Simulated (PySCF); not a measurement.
Input of a run (PBE0-D3(BJ)/def2-SVP geometry optimisation, gas phase (PySCF 2.14.0)), started from a GFN2-xTB structure with every atom displaced at random (by about 0.01 Å):
```
{"job": {"xc": "PBE0", "basis": "def2-SVP", "d3": "d3bj", "grid": 1, "shake": 0.01, "kind": "geom"}, "charge": 0, "multiplicity": 1}
C      2.898130     0.259120     0.025370
C      1.765460    -0.078600     0.322110
Si     0.064360    -0.649520     0.779600
C     -1.254190    -0.453590    -0.492000
C     -1.709650     0.541240     0.275530
Cl    -3.022550     1.615420     0.186500
O     -0.853640     0.676770     1.348990
H      3.859370     0.611870    -0.249490
H      0.010730    -1.700940     1.795310
H     -1.707590    -0.842710    -1.384190
```

Output (energies in Eh, forces in Eh/bohr):
```
step   0  E = -978.12878558  max force = 0.024276
step   1  E = -978.13383607  max force = 0.005892
step   2  E = -978.13425430  max force = 0.003213
step   3  E = -978.13434804  max force = 0.001516
step   4  E = -978.13437413  max force = 0.000727
step   5  E = -978.13439347  max force = 0.000720
step   6  E = -978.13440599  max force = 0.000816
step   7  E = -978.13441175  max force = 0.000468
step   8  E = -978.13441491  max force = 0.000319
optimisation converged
```

Summarise the run.

The energy falls by 0.153 eV over 9 energy and gradient evaluations, the largest force component goes from 0.0243 to 3.2e-04 Eh/bohr, and the atoms move by 0.063 Å rms after alignment. The bond that changes most is Si3–O7 (oxygen-bound silicon to silyl ether oxygen), which lengthens by 0.045 Å. Bonds longer at the end by more than 0.005 Å: 6 of 10; shorter: 3. Among the angles that change most is C2–Si3–H9, from 115.3° to 110.1°. The energy never rose by more than 1e-6 Eh on the way. The first step brought 90 % of the lowering.

What are the final bond lengths?

C1≡C2 1.217 Å, C2–Si3 1.818 Å, Si3–C4 1.832 Å, C4=C5 1.353 Å, C5–Cl6 1.709 Å, C5–O7 1.356 Å, Si3–O7 1.756 Å, C1–H8 1.076 Å, Si3–H9 1.482 Å, C4–H10 1.085 Å. Numbering counts from 1 in the input's order; the species is `C1(=C[Si@H](O1)C#C)Cl`.

The run used 121 basis functions and 62 SCF cycles in all. The run took 57 s wall on one thread, Arm Neoverse V1 (aarch64), shared host with 32 logical CPUs at a one-minute load of 26, and the process peaked at 0.51 GiB of memory.

PBE0-D3(BJ)/def2-SVP frequencies: not computed here.
